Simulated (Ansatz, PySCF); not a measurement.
Reaction R1 + 0.5 R2 → P1, each structure at its B3LYP-D3(BJ)/def2-TZVP stationary point, reached from a drawn start (curvature not checked).
R1: O2Sn (SMILES [O]=[Sn]=[O]), charge 0, multiplicity 1.
P1, O3Sn (SMILES [O]=[Sn]1[O][O]1) (charge 0, multiplicity 1):
```csv
atom,x (Å),y (Å),z (Å)
Sn,-0.0002,-0.4363,-0.0015
O,-0.0019,-2.2573,-0.0080
O,0.8069,1.3462,-0.0021
O,-0.8048,1.3474,0.0117
```
R2: O2 (SMILES O=O), charge 0, multiplicity 3.

P less R. No zero-point or thermal terms; singlets are restricted closed shells; open shells are unrestricted; no spin–orbit coupling.

Cores are frozen in the correlated methods. In cc and def2 sets filled d and f shells under p-block atoms count as core.

The values were computed with Ansatz (an electronic-structure program) with Gaussian orbitals; PySCF for the D3/D4 terms. Each number belongs to the level named beside it. Elements past Kr take the def2 small-core potentials, without spin–orbit coupling.

Task: What is the computed reaction energy (SCS-MP2/def2-SVP)?

Result: 24.4 kcal/mol

Task: What reaction energy does r2SCAN-D3(BJ)/def2-TZVPP give?

Result: 24.9 kcal/mol

Task: What reaction energy does revPBE-D3(BJ)/def2-TZVPP give?

Result: 25.3 kcal/mol
